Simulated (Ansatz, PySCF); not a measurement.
HO₂Si, SMILES [Si]([O])O (connectivity only; charge and spin as stated), neutral, multiplicity 2. Atoms are numbered in the order given.

```xyz
4

Si    -0.3690     0.0832     0.0000
O      0.3285     1.4407     0.0000
O      0.3963    -1.3629     0.0000
H     -0.1515    -2.1569     0.0000
```
Charge 0, spin multiplicity 2.

Geometry optimised at r2SCAN-D4/def2-TZVP. Other conformers were not sampled.

Two levels are set side by side: PBE-D3(BJ)/def2-TZVP (Ansatz, a quantum-chemistry and plane-wave program) and r2SCAN-D4/def2-TZVP (Ansatz). Each level has its own optimised geometry; the coordinates shown are those of the second. Frequencies come from the Hessian of PySCF at each geometry. Differences are taken from unrounded values.

| quantity | r2SCAN-D4 | PBE-D3(BJ) | PBE-D3(BJ) minus r2SCAN-D4 |
|---|---|---|---|
| mean bond length (Å) | 1.376 | 1.391 | 0.015 |
| bond Si1–O2 (Å) | 1.526 | 1.542 | 0.015 |
| bond Si1–O3 (Å) | 1.636 | 1.657 | 0.021 |
| bond O3–H4 (Å) | 0.965 | 0.974 | 0.009 |
| highest harmonic wavenumber (cm⁻¹) | 3820 | 3711 | -109 |
| mean harmonic wavenumber (cm⁻¹) | 1219 | 1179 | -40 |
| zero-point energy (kcal/mol) | 10.45 | 10.11 | -0.34 |
